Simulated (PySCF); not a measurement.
**A single-point calculation**

[TlS]+ (singlet). PySCF 2.14.0, RKS B3LYP, Tl def2-SVP with ECP60, S def2-SVP; non-relativistic Hamiltonian with scalar-relativistic core potentials where named; density fitting; no spin-orbit coupling. Purpose: singlet excitations, Tamm-Dancoff B3LYP.

```python
mol = gto.M(atom='''
Tl     0.00000     0.00000    -0.41439
S     -0.00000    -0.00000     2.00820''',
    basis={'Tl': 'def2-SVP', 'S': 'def2-SVP'},
    ecp={'Tl': 'def2-SVP'},
    charge=1, spin=0)
mf = dft.RKS(mol, xc='B3LYP')
mf.grids.atom_grid = (50, 194)
mf = mf.density_fit()  # fitting sets: Tl def2-universal-JKFIT, S def2-universal-JKFIT
mf.conv_tol = 1e-08; mf.max_cycle = 55
mf.kernel(dm0)  # dm0: converged density of the relaxed state
td = mf.TDA(); td.nstates = 8; td.kernel()
```

Run from Python with OMP_NUM_THREADS=2; the lines above give its settings. Where DIIS fails, smearing, a level shift and second-order steps follow.
It took 2.4 s on 2 threads of Arm Neoverse V2 (shared host), from an already converged density.

Problem. Where do the frontier levels lie, over both spins?

Solution. HOMO -12.92 eV, LUMO -12.00 eV. The relaxed reference isn't the lowest spin state tried. The gap is small, and the closed shell wasn't tested for a lower spin-broken solution.

Problem. What are the Mulliken charges and spins?

Solution. 
```json
{"atom": "Tl1", "charge (e)": "0.894", "spin (e)": "0.000"}
{"atom": "S2", "charge (e)": "0.106", "spin (e)": "0.000"}
```

Problem. Which singlet excitations follow (Tamm-Dancoff, 8 states)?

Solution. 
```json
{"state": "1", "eV": "4.18", "oscillator strength": "0.0000"}
{"state": "2", "eV": "4.29", "oscillator strength": "0.0000"}
{"state": "3", "eV": "4.29", "oscillator strength": "0.0000"}
{"state": "4", "eV": "4.60", "oscillator strength": "0.0020"}
{"state": "5", "eV": "6.64", "oscillator strength": "0.0086"}
{"state": "6", "eV": "6.64", "oscillator strength": "0.0086"}
{"state": "7", "eV": "8.36", "oscillator strength": "1.8515"}
{"state": "8", "eV": "9.96", "oscillator strength": "0.1470"}
```
Functionals without range separation put charge-transfer states too low; the basis has no diffuse functions.

The geometry was relaxed with B3LYP (Tl def2-SVP with ECP60, S def2-SVP).
